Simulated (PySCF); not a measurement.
3-methylthiophene (C5H6S), SMILES Cc1ccsc1. The structure is a stationary point at PBE-D3(BJ)/def2-SVP.

Method: PySCF with PBE-D3(BJ)/def2-SVP.

Harmonic wavenumbers (cm⁻¹): 102, 229, 314, 455, 538, 592, 653, 655, 740, 823, 855, 858, 925, 966, 1006, 1050, 1135, 1202, 1339, 1381, 1403, 1411, 1446, 1557, 2967, 3038, 3076, 3138, 3179, 3188. Rotational constants (GHz): 6.869, 2.417, 1.808; symmetry number 1.

Task: Work out the zero-point energy and the ideal-gas rigid-rotor harmonic-oscillator thermochemistry at 298.15 K and 1 atm.

Result: ZPE = ½ Σ hcν = ½ × 40220 cm⁻¹ = 240.57 kJ/mol. H − E(el) = 258.55 kJ/mol. Entropy in J/(mol K): translation 165.95, rotation 112.02, vibration 44.22, total 322.19. G − E(el) = 162.49 kJ/mol. Cp = 99.89 J/(mol K). Modes under 150 cm⁻¹ make the vibrational entropy uncertain.
